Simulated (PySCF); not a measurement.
How methods differ on the ionisation energy of Pt

Pt [Xe] 4f14 5d9 6s1 (3D) → Pt⁺ [Xe] 4f14 5d9 (2D), as a difference of total energies. Computed with PySCF 2.14 in cc-pVTZ-PP with ECP60MDF (5s5p4d2f1g, 63 functions), with a scalar-relativistic core potential. Correlated levels: valence: 5s2 5p6 frozen. The calculations carry no spin-orbit coupling.

```tsv
method	ionisation energy (eV)	difference from reference (eV)
UHF	7.569	-1.390
LDA	9.736	+0.777
MN15	9.261	+0.302
MP2 (valence)	8.925	-0.034
SCS-MP2 (valence)	8.711	-0.248
```

Reference: 8.959 eV (measured; NIST Atomic Spectra Database, ionization energies).

The reference lies between the lowest fine-structure levels, while these numbers refer to the centres of the terms.

Errors of the correlated levels include the incompleteness of this basis and the frozen core.
